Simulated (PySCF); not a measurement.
Harmonic spectrum computed at PBE0 in the def2-TZVP basis family (core potentials from Rb on, PySCF, no spin–orbit coupling):

| symmetry | ω (cm⁻¹) | IR (km/mol) |
| --- | --- | --- |
| a' | 488 | 128 |
| a' | 1170 | 197 |
| a' | 1592 | 276 |

**Question.** Which molecule gave it? In each, all ligands are bound to the one heavy central atom.
A. HZrN (singlet)
B. HCN (singlet)
C. HTiN (singlet)
D. HMoN (triplet)

**Answer.** C. It has Cs symmetry with Ti–H 1.770 Å, Ti–N 1.547 Å.
